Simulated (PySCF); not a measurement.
W(F)5, SMILES [F][W]([F])([F])([F])[F] (F₅W), doublet (B3LYP/def2-SVP optimised geometry):

```
6

W      0.000    -0.918     0.000
F     -1.896    -0.930     0.025
F      1.896    -0.918     0.000
F     -0.017    -1.509    -1.750
F      0.001     0.930     0.000
F      0.015    -1.971     1.499
```

Calculation: unrestricted B3LYP/def2-TZVP, def2 effective core potentials past Kr (PySCF).

Problem. What are the frontier orbital energies (α orbitals alone; a β orbital can be the lowest empty one) and the dipole moment?

Solution. HOMO-2 -12.00 eV, HOMO-1 -11.88 eV, HOMO -6.85 eV, LUMO -4.31 eV, LUMO+1 -3.58 eV; dipole moment 0.63 D.

On the same geometry unrestricted PBE/def2-TZVP, def2 effective core potentials past Kr in PySCF gives HOMO-2 -10.17 eV, HOMO-1 -10.11 eV, HOMO -5.08 eV, LUMO -4.73 eV, LUMO+1 -4.01 eV; dipole moment 0.57 D.
